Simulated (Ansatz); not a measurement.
Na₂S₂⁻. Charge -1, multiplicity 2. Geometry r2SCAN-D4/def2-TZVPD; atoms count from 1.

Cartesian coordinates in Å:
```
Na -1.451 -0.212 -1.196
Na 1.790 0.428 -0.439
S -0.402 0.952 0.910
S 0.063 -1.169 0.725
```

The highest occupied level of the charge -1 doublet lies above zero (up to 0.22 eV). It is a level of α spin, whose loss leaves a singlet; that state wasn't run at this geometry and level. The electron is either unbound and held by the finite basis, or the level is raised by self-interaction error. Another isomer (doublet) lies 0.11 eV lower at r2SCAN-D4/def2-TZVPD; other spin states weren't run for this one.

**Question.** Estimate the Mulliken populations from the PBE0/def2-TZVPD orbitals of Ansatz.

**Answer.** 
| atom | charge (e) | spin (α − β) |
| --- | --- | --- |
| Na1 | 0.17 | 0.59 |
| Na2 | 0.17 | 0.59 |
| S3 | -0.67 | -0.09 |
| S4 | -0.67 | -0.09 |
Mulliken values and Mayer orders depend strongly on the basis. With diffuse functions, as here, like atoms can get unlike values, and bond orders can come out too low or too high.

**Question.** Where does the spin sit?

**Answer.** Summed by element: Na 1.19, S -0.19, of 1 unpaired in all. Largest on single atoms: Na2 0.59, Na1 0.59, S4 -0.09.

**Question.** And the Mayer bond orders between bonded heavy atoms (over 0.3)?

**Answer.** Na1–Na2 0.69 (3.39 Å); S3–S4 0.88 (2.18 Å).
